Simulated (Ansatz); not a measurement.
Q: Name a neutral molecule of Cl, In, O, Si and H with HOMO energy (B3LYP/def2-TZVPP) between -8.65 and -8.35 eV and HOMO–LUMO gap (B3LYP/def2-TZVPP) between 5.45 and 5.75 eV (Ansatz, PBE0-D4/def2-TZVP geometry).

A: `[SiH3][O][In]([Cl])[Cl]` (-8.60 eV, 5.54 eV); `[OH][In]([Cl])[O][SiH3]` (-8.50 eV, 5.72 eV); `[SiH3][O][In]([Cl])[O][SiH3]` (-8.50 eV, 5.56 eV). Other molecules can fit too; these were computed, each in one conformer that needn't be the lowest.

B3LYP here is the variant with VWN-RPA as its local correlation; programs differ in this.
